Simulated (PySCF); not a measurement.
Si (silicon, neutral): r2SCAN calculation

Configuration: [Ne] 3s2 3p2, high-spin 3P determinant. Calculation: PySCF 2.14, in aug-cc-pV(T+d)Z with one added diffuse shell each of s, p, d, f type (7s6p5d3f, 71 functions); the non-relativistic Hamiltonian (point nucleus).

* Total energy: -289.3467 hartree
* One-electron energy: -400.5844 hartree
* Hartree (Coulomb) energy: 132.0131 hartree
* Exchange-correlation energy: -20.7754 hartree
* Kinetic energy: 288.56939 hartree
* ⟨S²⟩: 2.0098
* ⟨L²⟩: 2.034
* Sum of ⟨r⟩: 14.41 bohr
* Sum of ⟨r²⟩: 31.83 bohr²
* Traceless quadrupole moment −½Σ⟨3z² − r²⟩ along its main axis: 3.46 e·bohr²
* Density at the nucleus (Gaussians lack the cusp): 1740 bohr⁻³
* Spin density at the nucleus: -0.0110 bohr⁻³
* Langevin diamagnetic susceptibility: -25.2 ×10⁻⁶ cm³/mol

```csv
shell,electrons,mean orbital energy (eV),spread (eV),"rms radius, mean of both spins (bohr)"
1s α,1,-1792.8,0,0.129
1s β,1,-1792.6,0,0.129
2s α,1,-142.68,0,0.620
2s β,1,-142.55,0,0.620
2p α,3,-97.609,0.160,0.603
2p β,3,-97.365,0.363,0.603
3s α,1,-11.697,0,2.36
3s β,1,-9.788,0,2.36
3p α,2,-4.921,0,2.97
```
